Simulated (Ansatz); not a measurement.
Born–Oppenheimer molecular dynamics of C2H10ClNOSi2 (17 atoms, charge 0, multiplicity 1). It starts from a relaxed structure.

All numbers below come from Ansatz, RKS PBE0/STO-3G.

| Property | Result |
| --- | --- |
| ensemble | NVE (velocity Verlet) |
| time step | 0.5 fs |
| steps asked | 162 |
| starting velocities drawn for | 700 K |
| masses | H 3.016 u |
| seed | 170215 |

First frame:

```xyz
17
Properties=species:S:1:pos:R:3
Si -0.137 -0.080 -0.230
O 0.709 -0.154 1.236
H 1.266 0.692 1.278
Cl 1.335 0.125 -1.780
N -1.161 1.349 -0.260
C -2.115 1.456 -1.396
H -2.648 0.502 -1.527
H -2.862 2.237 -1.176
H -1.630 1.715 -2.358
C -0.500 2.659 -0.014
H 0.128 3.002 -0.860
H -1.268 3.428 0.170
H 0.135 2.596 0.884
Si -1.317 -1.984 -0.509
H -2.470 -1.973 0.359
H -1.760 -2.102 -1.877
H -0.486 -3.116 -0.182
```

Q: How far do the bonds stretch over the last three quarters of this one trajectory? (Pairs bonded in most of those frames.)

A: 
```csv
bond,mean (Å),spread (Å),shortest,longest
Si1–O2,1.691,0.012,1.67,1.71
Si1–Cl4,2.148,0.021,2.11,2.18
Si1–N5,1.760,0.048,1.66,1.84
Si1–Si14,2.251,0.035,2.20,2.31
O2–H3,1.020,0.037,0.96,1.07
N5–C6,1.505,0.057,1.39,1.62
N5–C10,1.497,0.022,1.45,1.52
C6–H7,1.107,0.044,1.04,1.18
C6–H8,1.109,0.048,1.03,1.19
C6–H9,1.116,0.053,1.03,1.21
C10–H11,1.107,0.010,1.09,1.12
C10–H12,1.108,0.022,1.07,1.14
C10–H13,1.104,0.015,1.08,1.13
Si14–H15,1.446,0.038,1.39,1.50
Si14–H16,1.447,0.045,1.38,1.51
Si14–H17,1.444,0.024,1.40,1.49
```

Mean temperature of the second half: 345 K. The conserved energy stayed within 0.29 meV per atom of its start (net change 0.27 meV per atom), so the integration is sound. Over the second half the temperature averaged 0.49 of the 700 K drawn at the start: a run that starts near a minimum puts about half its kinetic energy into the potential. A run of 0.081 ps of so small a system gives no equilibrium averages. Limits of this set-up: minimal basis.

Run time: 14 min on 1 thread of Arm Neoverse V2 (shared host), peak memory 0.16 GiB.
